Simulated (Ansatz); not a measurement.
A run for Ansatz (a first-principles code): R-HF/def2-TZVPP on GeH5N (SMILES [NH2][GeH3]), atoms moved off the minimum.

Ansatz 0.2 input:
```yaml
crystal:
  periodic: [false, false, false]
  atoms:
    - {symbol: Ge, position_ang: [-0.37520698, 0.02309376, 0.09853092]}
    - {symbol: N, position_ang: [1.45167263, -0.09206614, -0.21774613]}
    - {symbol: H, position_ang: [-0.98089612, -0.90447844, -0.87794969]}
    - {symbol: H, position_ang: [-0.68428982, 1.49283726, -0.26817854]}
    - {symbol: H, position_ang: [-0.81426390, -0.26650892, 1.47685780]}
    - {symbol: H, position_ang: [1.81337931, -1.10916070, -0.03790879]}
    - {symbol: H, position_ang: [1.93057113, 0.55520644, 0.37493323]}
basis:
  gaussian:
    orbitals: def2-TZVPP
hamiltonian:
  xc: {name: HF}
scf: {lower_state_search: off}
output: {forces: true}
```

It printed:

```
WARN ansatz: RAYON_NUM_THREADS=1 ignored (pool sized by the plan → 1); use --threads N
Functional definition: HF
these checks for a lower state are left out or cut short: stability, starts, cluster_reference, orbital_swaps, neighbouring_geometries, increment
integrals: 0.05 GiB planned
942 factors; their error is unknown
mean field: 0.34 GiB planned
mean field evaluation 1: about -58031.3531 eV, gradient 3.3e1 eV
mean field evaluation 2: about -58032.8983 eV, gradient 2.0e1 eV
mean field evaluation 4: about -58033.7184 eV, gradient 6.0e-1 eV
mean field evaluation 8: about -58034.8595 eV, gradient 4.9e-1 eV
mean field -58034.85973685 eV, -2132.7417578885 hartree, gradient 1.5e-6 eV, S^2 0.000000; 0 other end points of the search recorded, 0 dependent functions left out
the calculation of the forces begins
reference -58034.85973685 eV, -2132.7417578885 hartree; 22, 22 occupied and 127, 127 virtual orbitals, 942 factors
Total energy: -58034.85973685 eV, -2132.7417578885 hartree
Atom 0 at    -0.375207     0.023094     0.098531 Å, force     1.239893     1.290967    -1.113540 eV/Å
Atom 1 at     1.451673    -0.092066    -0.217746 Å, force     0.414380    -3.164561     0.849023 eV/Å
Atom 2 at    -0.980896    -0.904478    -0.877950 Å, force    -0.675992    -0.772471    -0.658643 eV/Å
Atom 3 at    -0.684290     1.492837    -0.268179 Å, force    -0.193162    -0.146429     0.151969 eV/Å
Atom 4 at    -0.814264    -0.266509     1.476858 Å, force    -0.348737    -0.293627     1.232328 eV/Å
Atom 5 at     1.813379    -1.109161    -0.037909 Å, force    -0.848452     3.416234    -0.428122 eV/Å
Atom 6 at     1.930571     0.555206     0.374933 Å, force     0.412069    -0.330113    -0.033015 eV/Å
Dipole moment:    -0.002253    -0.117245     0.288974 e Å
Checks for a lower state left out: stability, starts, cluster_reference, orbital_swaps, neighbouring_geometries, increment
```

Self-consistency was reached.

Cost: roughly 1.6 core-seconds.
